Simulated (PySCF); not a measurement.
PBE0 on S+ (sulfur, charge +1), [Ne] 3s2 3p2 4s1, high-spin 4P determinant (an excited configuration). Calculation: PySCF 2.14, in aug-cc-pV(Q+d)Z; the non-relativistic Hamiltonian (point nucleus).

```
cycle= 7 E= -397.10817552699  delta_E= -0.0138  |g|= 0.0134  |ddm|= 1.57
cycle= 8 E= -397.094846955771  delta_E= 0.0133  |g|= 0.0535  |ddm|= 1.53
cycle= 9 E= -397.094905492809  delta_E= -5.85e-05  |g|= 0.0531  |ddm|= 0.00839
cycle= 10 E= -397.094945763018  delta_E= -4.03e-05  |g|= 0.0528  |ddm|= 0.005
cycle= 11 E= -397.095054538296  delta_E= -0.000109  |g|= 0.0519  |ddm|= 0.0174
cycle= 12 E= -397.095248986479  delta_E= -0.000194  |g|= 0.0503  |ddm|= 0.0281
cycle= 13 E= -397.108475412148  delta_E= -0.0132  |g|= 0.00698  |ddm|= 1.48
cycle= 14 E= -397.108519831207  delta_E= -4.44e-05  |g|= 0.00358  |ddm|= 0.0509
cycle= 15 E= -397.108539849573  delta_E= -2e-05  |g|= 0.000716  |ddm|= 0.0483
cycle= 16 E= -397.10854054707  delta_E= -6.97e-07  |g|= 0.000138  |ddm|= 0.00803
cycle= 17 E= -397.10854079325  delta_E= -2.46e-07  |g|= 3.25e-05  |ddm|= 0.00501
cycle= 18 E= -397.10854079714  delta_E= -3.89e-09  |g|= 2.3e-05  |ddm|= 0.000655
cycle= 19 E= -397.108540797618  delta_E= -4.79e-10  |g|= 9.23e-06  |ddm|= 0.000145
converged SCF energy = -397.108540797618  <S^2> = 3.7525457  2S+1 = 4.0012726
```

Highest occupied orbital energy: -8.027 eV; ⟨L²⟩ = 4.56; populations by l: s 6.57, p 8.00, d 0.43, f 0.00.

(1) Can this result be used?

Results:

(1) Not for this state. The run converged. ⟨L²⟩ = 4.56 against 2 for a pure P term, so this real determinant mixes terms. The outer electron is Rydberg-like, and this basis confines it to a smaller radius and binds it less than a complete one would. The s, p, d and f populations moved away from the nominal configuration during the SCF.
